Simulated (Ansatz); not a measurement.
C$_{2}$H$_{6}$Cl$_{2}$SSi$_{2}$ (`C=C[SiH2]S[SiH](Cl)Cl`). The species carries charge 0 and has multiplicity 1. The structure was optimised at the PBE0-D4/def2-TZVP level. It is one conformer, not always the lowest.

```xyz
13

C     0.213   -2.091   -0.873
C    -0.641   -1.779    0.095
Si   -0.470   -0.314    1.217
S     1.396    0.709    0.857
Si    0.729    2.270   -0.387
Cl   -0.363    1.580   -1.972
Cl   -0.428    3.625    0.612
H     0.070   -2.961   -1.507
H     1.093   -1.486   -1.072
H    -1.508   -2.422    0.251
H    -0.421   -0.743    2.637
H    -1.589    0.644    1.041
H     1.920    2.969   -0.900
```

(1) What is the dipole moment at r2SCAN/def2-TZVPP? (Best estimate.)

(2) And with PBE, B3LYP, ωB97M-V? (Best estimate.)

(3) Give the Mulliken charges with r2SCAN, B3LYP, ωB97M-V in def2-TZVPP. (Estimate.)

Answers

(1) Computed: 1.53 D, with components (-0.09, -1.51, -0.24) D in this frame, pointing from negative to positive charge.

(2) The calculation gave: PBE 1.48 D, B3LYP 1.50 D, ωB97M-V 1.50 D.

(3) Computed: 
```json
{"atom": "C1", "r2SCAN": "-0.12", "B3LYP": "-0.18", "ωB97M-V": "-0.18"}
{"atom": "C2", "r2SCAN": "-0.20", "B3LYP": "-0.19", "ωB97M-V": "-0.21"}
{"atom": "Si3", "r2SCAN": "0.41", "B3LYP": "0.38", "ωB97M-V": "0.27"}
{"atom": "S4", "r2SCAN": "-0.32", "B3LYP": "-0.30", "ωB97M-V": "-0.26"}
{"atom": "Si5", "r2SCAN": "0.59", "B3LYP": "0.55", "ωB97M-V": "0.42"}
{"atom": "Cl6", "r2SCAN": "-0.22", "B3LYP": "-0.21", "ωB97M-V": "-0.17"}
{"atom": "Cl7", "r2SCAN": "-0.22", "B3LYP": "-0.21", "ωB97M-V": "-0.18"}
{"atom": "H8", "r2SCAN": "0.08", "B3LYP": "0.11", "ωB97M-V": "0.11"}
{"atom": "H9", "r2SCAN": "0.08", "B3LYP": "0.10", "ωB97M-V": "0.10"}
{"atom": "H10", "r2SCAN": "0.07", "B3LYP": "0.09", "ωB97M-V": "0.10"}
{"atom": "H11", "r2SCAN": "-0.07", "B3LYP": "-0.06", "ωB97M-V": "-0.01"}
{"atom": "H12", "r2SCAN": "-0.05", "B3LYP": "-0.04", "ωB97M-V": "0.00"}
{"atom": "H13", "r2SCAN": "-0.05", "B3LYP": "-0.04", "ωB97M-V": "0.00"}
```

B3LYP here is the variant with VWN-RPA as its local correlation; programs differ in this.
